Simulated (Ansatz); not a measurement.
Stepwise reaction of `[I][GaH][I]` with hydrogen, as a gas-phase model of exchange steps in deposition or etching. ΔE in kJ/mol; ΔG adds harmonic PBE0-D4 terms to CCSD(T)/CBS, at 1 bar.

Gas-phase electronic energies from Ansatz, PBE0-D4/def2-TZVP geometries. CCSD(T)/CBS adds triple-zeta CCSD(T) − MP2 to the extrapolated MP2 energy (def2 sets, frozen cores). This one scheme is used for every species. DFT in def2-TZVPP. B3LYP here is the variant with VWN-RPA as its local correlation; programs differ in this. def2 core potentials past Kr. For Ga, I outer-core shells are correlated without core-valence functions, which leaves a few kJ/mol of doubt a bond. Scalar relativity is left out up to krypton.

| step | reaction | PBE-D4 | B3LYP-D4 | ωB97M-V | CCSD(T)/CBS | ΔG(400 K) |
| --- | --- | --- | --- | --- | --- | --- |
| 1 | `[I][GaH][I]` + H₂ → `[GaH2][I]` + HI | 116.9 | 116.2 | 111.0 | 120.3 | 111.3 |
| 2 | `[GaH2][I]` + H₂ → `[GaH3]` + HI | 126.2 | 124.2 | 121.5 | 129.5 | 124.0 |

By hand: ΔE of the 2 steps together at CCSD(T)/CBS.

(120.3) + (129.5) = 249.8 kJ/mol, or 124.9 kJ/mol a step.

In ΔE each step is higher than the one before. All are uphill at CCSD(T)/CBS. ΔG lies between 111.3 and 124.0 kJ/mol a step. PBE-D4 differs from CCSD(T)/CBS by -3.4 to -3.3 kJ/mol a step. Isolated molecules leave out the surface, adducts and barriers. Largest T1 diagnostic: 0.013.
